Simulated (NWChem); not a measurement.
System: CuH$_{2}$OBr; SMILES [OH2]->[Cu][Br]

This build's default masses of Se (78.918 u) and Br (79.917 u) are each other's, which moves their modes by up to 0.6 %.

Problem. Give the equilibrium geometry at PBE-D3(BJ)/def2-SVP (NWChem) as an XYZ file, with the point group.

Solution. point group Cs; any orientation.
```
5

Cu    -0.0430    -0.6312     0.3893
Br     0.0263     1.2457    -0.7719
O     -0.0639    -2.2956     1.4203
H      0.3538    -2.1836     2.2975
H      0.4543    -2.9988     0.9804
```
